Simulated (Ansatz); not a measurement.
Cartesian coordinates (Å):
```xyz
5

C      1.0989     0.0225    -0.1767
C     -0.0789    -0.1511    -0.0453
O     -1.3487    -0.4105     0.0705
H      2.1430     0.1817    -0.2914
H     -1.8144     0.3573     0.4220
```
Charge 0, spin multiplicity 1.

Computed with frozen-core CCSD(T)/cc-pVQZ // PBE0-D3(BJ)/def2-TZVP (Ansatz, an electronic-structure program).

The HF energy is -151.73925 Ha and the MP2 correlation energy is -0.57952 Ha.

Problem. Estimate the CCSD correlation energy, the (T) correction, the total energy and the T1 diagnostic.

Solution. 
- CCSD correlation energy: -0.58266 Ha
- (T) correction: -0.02774 Ha
- CCSD(T) total energy: -152.34966 Ha
- T1 diagnostic: 0.013
